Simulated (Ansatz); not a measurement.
Program: Ansatz. Geometries: PBE0-D4/def2-TZVP. ΔE: electronic, gas phase. CCSD(T)/CBS adds triple-zeta CCSD(T) − MP2 to the extrapolated MP2 energy (def2 sets, frozen cores). Functionals use def2-TZVPP. Elements past krypton have def2 core potentials. For Sn outer-core shells are correlated without core-valence functions, which leaves a few kJ/mol of doubt a bond. Each species was taken in one conformer, which may not be the lowest.

Consider the formal exchange of groups at the Si–S bond: `S[SiH2][SnH3]` + `CS[SiH2]O` → `O[SiH2][SiH2][SnH3]` + `CSS`.

```tsv
level	ΔE (kJ/mol)
PBE0-D4	139.6
BLYP	135.1
MP2/def2-TZVPP	161.6
CCSD(T)/def2-TZVPP	151.0
```

(1) What does CCSD(T)/CBS give? (Best estimate.)

Largest T1 diagnostic among the species: 0.013.

Results:

(1) Computed: +149.5 kJ/mol. The listed levels differ from it by -9.9, -14.4, 12.1, 1.5 kJ/mol.

At CCSD(T), def2-SVP lies +7.6 kJ/mol from the extrapolated value and def2-TZVPP +1.5 kJ/mol. Leaving LDA and LC-ωPBE aside and taking each functional with its dispersion term where it has one, the values, not all of them listed here, spread over 21.8 kJ/mol, from PBE-D4 to PBE-QIDH.
